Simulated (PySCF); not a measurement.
C₆H₈NO₂ (charge -1).
Geometry (GFN2-xTB, Å), atoms numbered from 1 in this order:
```xyz
17
C6H8NO2 angstrom
C      2.0782   -0.1314   -0.9353
N      1.9653   -0.1909    0.5029
C      0.8182   -0.0824    1.0412
C     -0.4820    0.1321    0.4149
C     -0.7233    1.6919    0.0168
O     -0.5636    1.9341   -1.1765
O     -1.0486    2.4025    0.9608
C     -1.6961   -0.6085    0.8741
C     -1.1139   -0.8804   -0.4863
H      1.2915    0.4615   -1.4065
H      3.0526    0.3034   -1.1705
H      2.0536   -1.1452   -1.3488
H      0.8304   -0.0916    2.1323
H     -1.5881   -1.3719    1.6382
H     -2.6300   -0.0659    0.9347
H     -1.6411   -0.5175   -1.3585
H     -0.6101   -1.8277   -0.6434
```

The geometry is computed with GFN2-xTB (gas phase).

Take the most abundant isotopes and a rigid rotor. The values belong to one conformer with, in the numbering `[CH3:1]/[N:2]=[CH:3]\[C:4]1([C:5](=[O:6])[O-:7])[CH2:8][CH2:9]1`, N2–C3–C4–C5 -80°, C3–C4–C5–O6 102°.

(1) Give the principal moments of inertia and the rotational constants in MHz.

(2) Classify the top.

(3) What does the inertial defect say?

(4) Give the other two planar moments, Paa and Pbb, and the rms extents of the mass along the axes.

(5) List the rotational levels J(Ka,Kc) to J = 2 (cm⁻¹).

## Answers

(1) Ia = 234.97, Ib = 339.61, Ic = 407.62 u·Å²; 505379 MHz·u·Å²/I gives A = 2151, B = 1488, C = 1240 MHz.

(2) An asymmetric top; Ray's κ = -0.455.

(3) Not planar: Δ = Ic − Ia − Ib = -166.95 u·Å². For a rigid frame Δ = −2 Σ m c², so Σ m c² = 83.48 u·Å² lies off the ab plane: 13.16 from hydrogen and 70.32 from heavier atoms. The atom farthest from that plane is 2.02 Å away.

(4) Paa = Σ m a² = (Ib + Ic − Ia)/2 = 256.13 and Pbb = Σ m b² = (Ia + Ic − Ib)/2 = 151.49 u·Å². With the mass M = 126.06 u, the rms extents √(P/M) along a, b and c are 1.43, 1.10, 0.81 Å.

(5) Above 0(0,0):
J = 1: 1(0,1) 0.0910, 1(1,1) 0.1131, 1(1,0) 0.1214
J = 2: 2(0,2) 0.2711, 2(1,2) 0.2868, 2(1,1) 0.3117, 2(2,1) 0.3780, 2(2,0) 0.3799
Those of J = 1 are B + C, A + C and A + B.

No GFN2-xTB frequencies stand behind this structure, so it isn't proved a minimum. These are rigid-rotor constants of the computed structure; measured ground-state constants (B0) also hold zero-point vibration.
